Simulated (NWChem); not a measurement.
Program: NWChem. System: C₂H₄O₂Si, charge 0, spin multiplicity 1, at a geometry optimised with B3LYP/def2-SVP. The structure started from a generated list of species. Level: RHF/def2-TZVP.

The NWChem input:

```
start mol
memory heap 200 mb stack 800 mb global 1000 mb
geometry units angstroms nocenter noautoz
  O     -1.950269    -0.710296     0.000000
  C     -0.854987    -0.245047     0.000000
  O     -0.587631     1.109988     0.000000
  C      0.869589     1.208038     0.000000
  Si     1.043395    -0.698765     0.000000
  H      1.209024     1.748891    -0.896757
  H      1.209024     1.748891     0.896757
  H      1.595003    -1.345275     1.221755
  H      1.595003    -1.345275    -1.221755
  symmetry group Cs
end
basis spherical
  * library def2-tzvp
end
scf
  rhf
  nopen 0
  maxiter 100
  thresh 1e-7
  semidirect memsize 60000000 filesize 0
end
task scf energy
```

Part of the output:

```
             Northwest Computational Chemistry Package (NWChem) 7.3.0
             --------------------------------------------------------

                                NWChem Input Module
                                -------------------

 Scaling coordinates for geometry "geometry" by  1.889725989
 (inverse scale =  0.529177249)

 Turning off AUTOSYM since
 SYMMETRY directive was detected!

                             Geometry "geometry" -> ""
                             -------------------------

 Output coordinates in angstroms (scale by  1.889725989 to convert to a.u.)

  No.       Tag          Charge          X              Y              Z
 ---- ---------------- ---------- -------------- -------------- --------------
    1 O                    8.0000    -1.95026900    -0.71029600     0.00000000
    2 C                    6.0000    -0.85498700    -0.24504700     0.00000000
    3 O                    8.0000    -0.58763100     1.10998800     0.00000000
    4 C                    6.0000     0.86958900     1.20803800     0.00000000
    5 Si                  14.0000     1.04339500    -0.69876500     0.00000000
    6 H                    1.0000     1.20902400     1.74889100    -0.89675700
    7 H                    1.0000     1.20902400     1.74889100     0.89675700
    8 H                    1.0000     1.59500300    -1.34527500     1.22175500
    9 H                    1.0000     1.59500300    -1.34527500    -1.22175500

 Effective nuclear repulsion energy (a.u.)     217.7261266339

            Nuclear Dipole moment (a.u.)
            ----------------------------
        X                 Y               Z
 ---------------- ---------------- ----------------
    -0.0000075589     0.0000075589     0.0000000000

      Symmetry information
      --------------------

 Group name             Cs
 Group number              2
 Group order               2
 No. of unique centers     7

      Symmetry unique atoms

     1    2    3    4    5    6    8


 Summary of "ao basis" -> "" (spherical)
 ------------------------------------------------------------------------------
[...]
   Bfn.  Coefficient  Atom+Function         Bfn.  Coefficient  Atom+Function
  ----- ------------  ---------------      ----- ------------  ---------------
    98      2.115190  4 C  s                 36     -1.682430  2 C  s
   142     -1.370774  5 Si px               143     -0.965160  5 Si py
    43     -0.721470  2 C  px               106     -0.456483  4 C  py
   164     -0.455440  6 H  s                170     -0.455440  7 H  s
    44      0.231828  2 C  py               139     -0.223916  5 Si px

 Vector   25  Occ=0.000000D+00  E= 1.101087D-01  Symmetry=a"
              MO Center= -9.4D-02, -4.5D-01,  1.3D-12, r^2= 3.8D+00
   Bfn.  Coefficient  Atom+Function         Bfn.  Coefficient  Atom+Function
  ----- ------------  ---------------      ----- ------------  ---------------
   144      1.143930  5 Si pz               176     -0.857673  8 H  s
   182      0.857673  9 H  s                 14     -0.267966  1 O  pz
    42      0.236268  2 C  pz                45      0.203218  2 C  pz
    39      0.190413  2 C  pz                 8     -0.188791  1 O  pz
    76     -0.180733  3 O  pz                11     -0.165788  1 O  pz

 Vector   26  Occ=0.000000D+00  E= 1.174564D-01  Symmetry=a'
              MO Center=  1.5D+00, -8.5D-01, -5.9D-14, r^2= 6.8D+00
   Bfn.  Coefficient  Atom+Function         Bfn.  Coefficient  Atom+Function
  ----- ------------  ---------------      ----- ------------  ---------------
    98      3.103495  4 C  s                129     -2.310612  5 Si s
   143     -2.237200  5 Si py               142      1.948208  5 Si px
    36      1.894952  2 C  s                 43      0.885454  2 C  px
   176     -0.795446  8 H  s                182     -0.795446  9 H  s
   164     -0.690279  6 H  s                170     -0.690279  7 H  s

 center of mass
 --------------
 x =  -0.11972822 y =  -0.01689670 z =   0.00000000

 moments of inertia (a.u.)
 ------------------
         264.635363858192         -22.618891585436           0.000000000000
         -22.618891585436         453.579729612074           0.000000000000
           0.000000000000           0.000000000000         685.149447495710

  Mulliken analysis of the total density
  --------------------------------------

    Atom       Charge   Shell Charges
 -----------   ------   -------------------------------------------------------
    1 O    8     8.41   0.79  1.18  0.58  0.94  0.33  1.83  1.95  0.76  0.00  0.03  0.00
    2 C    6     5.71   0.86  1.12  0.52  0.60  0.10  1.10  1.00  0.13  0.06  0.19  0.02
    3 O    8     8.31   0.79  1.18  0.56  0.97  0.26  1.83  2.05  0.62  0.00  0.04  0.00
    4 C    6     6.17   0.85  1.12  0.47  0.70  0.06  1.18  1.38  0.29  0.02  0.08  0.01
    5 Si  14    13.62   2.00  0.58  1.39  0.81  0.48  4.12  1.73  0.52  1.35  0.28  0.14  0.18  0.04
    6 H    1     0.88   0.26  0.50  0.10  0.02
    7 H    1     0.88   0.26  0.50  0.10  0.02
    8 H    1     1.01   0.24  0.56  0.21  0.01
    9 H    1     1.01   0.24  0.56  0.21  0.01

       Multipole analysis of the density wrt the origin
       ------------------------------------------------

     L   x y z        total         open         nuclear
     -   - - -        -----         ----         -------
     0   0 0 0      0.000000      0.000000     46.000000

     1   1 0 0      1.997218      0.000000     -0.000008
     1   0 1 0      0.011578      0.000000      0.000008
     1   0 0 1      0.000000      0.000000      0.000000

     2   2 0 0    -31.159393      0.000000    233.429663
     2   1 1 0     -0.217363      0.000000     11.264305
     2   1 0 1     -0.000000      0.000000      0.000000
     2   0 2 0    -27.484693      0.000000    141.349002
     2   0 1 1     -0.000000      0.000000      0.000000
     2   0 0 2    -26.330493      0.000000     16.404458

 Task  times  cpu:       60.8s     wall:       60.8s

 Total times  cpu:       60.8s     wall:       60.8s
```
